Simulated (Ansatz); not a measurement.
`[NH2][Zr]([NH2])([F])[Cl]` + NH₃ → `[NH2][Zr]([NH2])([NH2])[F]` + HCl  (ligand exchange at a Zr–Cl bond)

Isolated molecules relaxed with PBE0-D4/def2-TZVP in Ansatz; ΔE leaves out vibrations. CCSD(T)/CBS is the MP2 limit (def2-TZVPP, def2-QZVPP) plus CCSD(T) − MP2 in def2-TZVPP, frozen cores. This one scheme is used for every species. Functionals use def2-TZVPP. B3LYP here is the variant with VWN-RPA as its local correlation; programs differ in this. Elements past krypton have def2 core potentials. For Zr outer-core shells are correlated without core-valence functions, which leaves a few kJ/mol of doubt a bond. Each species was taken in one conformer, which may not be the lowest.

```csv
level,ΔE (kJ/mol)
B97M-V,118.9
ωB97X-V,111.2
B3LYP,111.1
r2SCAN0,117.1
BHLYP,115.2
HF/def2-SVP,124.1
SCS-MP2/def2-TZVPP,109.1
CCSD/CBS(def2),109.1
```

(1) What does CCSD(T)/CBS give? (An estimate is asked.)

(2) What do rigid-rotor, harmonic-oscillator terms from PBE0-D4/def2-TZVP frequencies (298.15 K, 1 bar) make of the CCSD(T)/CBS value? (Best estimate.)

Largest T1 diagnostic among the species: 0.016.

Answers

(1) Ansatz gave: +109.2 kJ/mol. The listed levels differ from it by 9.7, 2.0, 1.9, 7.9, 6.0, 14.9, -0.1, -0.1 kJ/mol.

(2) Computed: ΔZPE = -11.1 kJ/mol, ΔH = +98.4 kJ/mol, ΔS = -14 J/(mol·K), ΔG = +102.7 kJ/mol.

Leaving LDA and LC-ωPBE aside and taking each functional with its dispersion term where it has one, the values, not all of them listed here, spread over 12.6 kJ/mol, from BLYP-D4 to B97M-V. LDA lies −5.1 kJ/mol from PBE without D4. From BLYP to BHLYP (50 % exact exchange), in def2-TZVPP and without D4, ΔE moves by +7.3 kJ/mol. In def2-TZVPP, CCSD(T) changes the Hartree–Fock value by −14.3 kJ/mol (the triples alone add +0.1 kJ/mol) and MP2 by −11.2 kJ/mol.

CCSD(T)/CBS has its own doubt, a few kJ/mol and more with outer-core shells, so smaller differences from it don't rank the levels.
